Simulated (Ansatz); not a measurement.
Consider the ligand exchange at a Ge–O bond: `FB[O][GeH3]` + `CCN[SiH2]Cl` → `CC[N]([GeH3])[SiH2]Cl` + `OBF`.

Isolated molecules relaxed with PBE0-D4/def2-TZVP in Ansatz; ΔE leaves out vibrations. CCSD(T)/CBS is the MP2 limit (def2-TZVPP, def2-QZVPP) plus CCSD(T) − MP2 in def2-TZVPP, frozen cores. This one scheme is used for every species. DFT in def2-TZVPP. For Ge outer-core shells are correlated without core-valence functions, which leaves a few kJ/mol of doubt a bond. Scalar relativity is left out up to krypton. Each species was taken in one conformer, which may not be the lowest.

CCSD(T)/CBS gives +13.1 kJ/mol.

Question: Another level gave +15.7 kJ/mol. Which?
A. revPBE-D4/def2-TZVPP
B. BHLYP/def2-TZVPP
C. r2SCANh/def2-TZVPP
D. PBE0-D4/def2-TZVPP

Answer: D. PBE0-D4 15.7, BHLYP 32.8, r2SCANh 23.1, revPBE-D4 11.5 kJ/mol.

Question: What do rigid-rotor, harmonic-oscillator terms from PBE0-D4/def2-TZVP frequencies (298.15 K, 1 bar) make of the CCSD(T)/CBS value? (An estimate is asked.)

Answer: Ansatz gave: ΔZPE = -0.2 kJ/mol, ΔH = +12.7 kJ/mol, ΔS = -10 J/(mol·K), ΔG = +15.8 kJ/mol. Modes under 50 cm⁻¹ make the entropy rough.

Largest T1 diagnostic among the species: 0.013.

In def2-TZVPP, CCSD(T) changes the Hartree–Fock value by −25.5 kJ/mol (the triples alone add −3.6 kJ/mol) and MP2 by −29.0 kJ/mol. The D4 term adds −13.3 kJ/mol with B3LYP and −7.6 kJ/mol with PBE0; it sums over pairs of atoms, weighted by their polarisabilities, and B3LYP, whose exchange is more repulsive, gets the larger term. Leaving LDA and LC-ωPBE aside and taking each functional with its dispersion term where it has one, the values, not all of them listed here, spread over 13.4 kJ/mol, from revPBE-D4 to B2PLYP. LDA lies −10.3 kJ/mol from PBE without D4.

B3LYP here is the variant with VWN-RPA as its local correlation; programs differ in this.
